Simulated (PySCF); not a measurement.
PySCF input for MoFH5, SMILES [F][MoH5], multiplicity 1, C-PCM-PBE0/def2-SVP. The structure is a stationary point at B3LYP-D3(BJ)/def2-TZVP. The geometry has at least one imaginary mode, so it is a saddle point at that level. The multiplicity is an assumed one; other spin states were not compared. The def2 effective core potentials stand for the cores of Mo; spin–orbit coupling is left out.

```python
import numpy as np
from pyscf import gto, scf, dft
from pyscf.solvent import pcm

mol = gto.M(
    atom='''
    Mo   -0.00000000    0.00000000    0.21825272
    F     0.00000000   -0.00000000   -1.72793151
    H     0.98642616    0.98642616    1.12430702
    H    -0.00000000    0.00000000    1.88754131
    H    -0.98642615   -0.98642616    1.12430702
    H    -0.98642617    0.98642616    1.12430702
    H     0.98642617   -0.98642616    1.12430703
    ''',
    basis='def2-SVP',
    ecp={'Mo': 'def2-svp'},
    charge=0,
    spin=0,
    max_memory=1600,
    verbose=3,
)
mf = dft.RKS(mol, xc='pbe0').density_fit(auxbasis='def2-universal-jkfit')
mf.grids.level = 3
mf.conv_tol = 1e-9
mf.max_cycle = 100
mf.kernel()
res = {}
for name, eps in {'water': 78.355, 'diethylether': 4.24, 'N,N-dimethylformamide': 37.219}.items():
    s = mf.PCM()
    s.with_solvent.method, s.with_solvent.eps, s.with_solvent.lebedev_order = 'C-PCM', eps, 29
    s.kernel(mf.make_rdm1())
    res[name] = (s.e_tot, eps, s.dip_moment(), s.mo_energy, s.converged)
    print(f'{name}: electrostatic solvation free energy {(s.e_tot - mf.e_tot) * 627.509474:.3f} kcal/mol')
```

It prints:

```
converged SCF energy = -170.740367771629

WARN: PCM is an experimental feature. It is still in testing.
Features and APIs may be changed in the future.

converged SCF energy = -170.746248172065
Dipole moment(X, Y, Z, Debye): -0.00000, -0.00000,  1.19719
water: electrostatic solvation free energy -3.690 kcal/mol

WARN: PCM is an experimental feature. It is still in testing.
Features and APIs may be changed in the future.

converged SCF energy = -170.744816950079
Dipole moment(X, Y, Z, Debye): -0.00000, -0.00000,  1.15913
diethylether: electrostatic solvation free energy -2.792 kcal/mol

WARN: PCM is an experimental feature. It is still in testing.
Features and APIs may be changed in the future.

converged SCF energy = -170.746155721301
Dipole moment(X, Y, Z, Debye): -0.00000, -0.00000,  1.19475
N,N-dimethylformamide: electrostatic solvation free energy -3.632 kcal/mol
```

Self-consistency was reached.

Cost: about 25 core-seconds (a rough figure).
